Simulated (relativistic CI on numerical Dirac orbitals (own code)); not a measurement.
Pb36+: computed level list

These numbers are calculated, not measured: Dirac-Coulomb-Breit CI, separate exchange-only KLI orbitals for each configuration, a model potential for QED, unscaled Slater integrals (own radial code, finite nucleus).

CI space (outside the closed core [Ar] 3d10): 4s²4p⁶4d¹⁰, 4s²4p⁶4d⁹4f, 4s²4p⁵4d¹⁰4f, 4s4p⁶4d¹⁰4f, 4s²4p⁶4d⁹5s, 4s²4p⁶4d⁹5p, 4s²4p⁶4d⁹5d, 4s²4p⁵4d¹⁰5s, 4s²4p⁶4d⁹5f, 4s²4p⁵4d¹⁰5p, 4s²4p⁶4d⁹5g, 4s²4p⁶4d⁹6s, 4s²4p⁵4d¹⁰5d, 4s4p⁶4d¹⁰5s, 4s²4p⁶4d⁹6p, 4s²4p⁶4d⁹6d, 4s4p⁶4d¹⁰5p, 4p⁶4d¹⁰4f², 4p⁶4d⁹4f³, 4p⁵4d¹⁰4f³, 4p⁶4d⁹4f²5s, 4p⁶4d⁹4f²5p, 4p⁶4d⁹4f²5d. Double excitations out of closed p, d and f shells are left out; levels of such configurations are missing from the list, as are those of other unlisted configurations, and high levels can miss mixing partners. These lack a partner that the ground configuration has and come out too high: 4s²4p⁵4d¹⁰5s, 4s²4p⁶4d⁹5f, 4s²4p⁵4d¹⁰5p, 4s²4p⁶4d⁹5g, 4s²4p⁶4d⁹6s.

```tsv
No.	Configuration	Term	J	E (eV)	%	Next component (%)	jj configuration (%)
1	4s²4p⁶4d¹⁰	¹S	0	0.000	100		closed (100)
2	4s²4p⁶4d⁹4f	³P°	0	229.511	100		4d5/2^5 4f5/2 (100)
3	4s²4p⁶4d⁹4f	³P°	1	232.660	81	19 ³D°	4d5/2^5 4f5/2 (88)
4	4s²4p⁶4d⁹4f	³H°	5	237.809	58	39 ¹H°	4d5/2^5 4f5/2 (99)
5	4s²4p⁶4d⁹4f	³D°	2	238.084	50	34 ³P°	4d5/2^5 4f5/2 (85)
6	4s²4p⁶4d⁹4f	³F°	3	241.639	58	24 ³D°	4d5/2^5 4f5/2 (93)
7	4s²4p⁶4d⁹4f	³G°	4	242.537	47	21 ¹G°	4d5/2^5 4f5/2 (98)
8	4s²4p⁶4d⁹4f	³H°	6	243.108	100		4d5/2^5 4f7/2 (100)
9	4s²4p⁶4d⁹4f	¹D°	2	244.435	50	25 ³P°	4d5/2^5 4f7/2 (84)
10	4s²4p⁶4d⁹4f	³F°	4	248.873	65	30 ¹G°	4d5/2^5 4f7/2 (98)
11	4s²4p⁶4d⁹4f	³G°	5	250.969	79	19 ¹H°	4d5/2^5 4f7/2 (99)
12	4s²4p⁶4d⁹4f	³D°	3	251.993	44	41 ¹F°	4d5/2^5 4f7/2 (91)
13	4s²4p⁶4d⁹4f	³D°	1	255.224	79	18 ³P°	4d5/2^5 4f7/2 (49)
14	4s²4p⁶4d⁹4f	³H°	4	265.806	77	18 ¹G°	4d3/2^3 4d5/2^6 4f5/2 (97)
15	4s²4p⁶4d⁹4f	¹D°	2	267.726	49	35 ³F°	4d3/2^3 4d5/2^6 4f5/2 (84)
16	4s²4p⁶4d⁹4f	³D°	2	272.040	49	25 ³F°	4d3/2^3 4d5/2^6 4f7/2 (83)
17	4s²4p⁶4d⁹4f	³G°	3	273.988	72	19 ¹F°	4d3/2^3 4d5/2^6 4f5/2 (93)
18	4s²4p⁶4d⁹4f	¹H°	5	275.062	42	40 ³H°	4d3/2^3 4d5/2^6 4f7/2 (99)
19	4s²4p⁶4d⁹4f	¹F°	3	278.656	35	33 ³F°	4d3/2^3 4d5/2^6 4f7/2 (92)
20	4s²4p⁶4d⁹4f	³G°	4	279.490	48	31 ¹G°	4d3/2^3 4d5/2^6 4f7/2 (99)
21	4s²4p⁶4d⁹4f	¹P°	1	314.857	96	3 ³D°	4d3/2^3 4d5/2^6 4f5/2 (59)
22	4s²4p⁵4d¹⁰4f	³D	1	477.734	100		4p3/2^3 4f5/2 (100)
23	4s²4p⁵4d¹⁰4f	³D	2	482.616	72	28 ³F	4p3/2^3 4f5/2 (82)
24	4s²4p⁵4d¹⁰4f	³G	4	483.587	57	39 ¹G	4p3/2^3 4f5/2 (100)
25	4s²4p⁵4d¹⁰4f	³F	3	487.027	55	22 ³G	4p3/2^3 4f5/2 (97)
26	4s²4p⁵4d¹⁰4f	³G	5	488.488	100		4p3/2^3 4f7/2 (100)
27	4s²4p⁵4d¹⁰4f	¹F	3	492.155	50	39 ³D	4p3/2^3 4f7/2 (97)
28	4s²4p⁵4d¹⁰4f	³F	4	496.186	69	27 ¹G	4p3/2^3 4f7/2 (100)
29	4s²4p⁵4d¹⁰4f	¹D	2	499.316	63	27 ³F	4p3/2^3 4f7/2 (82)
30	4s²4p⁶4d⁹5s	³D	3	520.474	100		4d5/2^5 5s (100)
31	4s²4p⁶4d⁹5s	¹D	2	521.725	56	44 ³D	4d5/2^5 5s (100)
32	4s²4p⁶4d⁹5s	³D	1	549.641	100		4d3/2^3 4d5/2^6 5s (100)
33	4s²4p⁶4d⁹5s	³D	2	550.542	56	44 ¹D	4d3/2^3 4d5/2^6 5s (100)
34	4s²4p⁶4d⁹5p	³P°	2	577.267	54	32 ³D°	4d5/2^5 5p1/2 (99)
35	4s²4p⁶4d⁹5p	³F°	3	578.232	46	34 ¹F°	4d5/2^5 5p1/2 (100)
36	4s²4p⁶4d⁹5p	³F°	2	606.720	78	16 ¹D°	4d3/2^3 4d5/2^6 5p1/2 (100)
37	4s²4p⁶4d⁹5p	³D°	1	608.740	48	30 ¹P°	4d3/2^3 4d5/2^6 5p1/2 (99)
38	4s²4p⁵4d¹⁰4f	³G	3	626.616	71	21 ¹F	4p1/2 4p3/2^4 4f5/2 (100)
39	4s²4p⁶4d⁹5p	³F°	4	631.371	100		4d5/2^5 5p3/2 (100)
40	4s²4p⁶4d⁹5p	¹D°	2	632.631	50	37 ³P°	4d5/2^5 5p3/2 (99)
41	4s²4p⁶4d⁹5p	¹P°	1	632.808	61	34 ³P°	4d5/2^5 5p3/2 (98)
42	4s²4p⁵4d¹⁰4f	³F	2	633.854	44	37 ¹D	4p1/2 4p3/2^4 4f5/2 (100)
43	4s²4p⁵4d¹⁰4f	³D	3	634.296	50	33 ³F	4p1/2 4p3/2^4 4f7/2 (100)
44	4s²4p⁶4d⁹5p	³D°	3	634.805	72	26 ¹F°	4d5/2^5 5p3/2 (100)
45	4s²4p⁵4d¹⁰4f	³G	4	636.325	39	34 ¹G	4p1/2 4p3/2^4 4f7/2 (100)
```

Energies count from the lowest computed level; ° marks odd parity. Filled j subshells are mostly left out of the jj labels.

The mean weight of the leading LS term, summed over parents, in these 45 levels is 66 %, and that of the leading jj configuration (from the same eigenvectors) 94 %, so jj coupling describes them better and the LS labels are nominal.

At this charge energies of transitions that change n are usually good to better than 1 %, and those within a shell (Δn = 0) to a few per cent.

LS names give the leading component of a level, which can be under half, so a name can repeat, a term be missing and a line seem to break the LS rules.
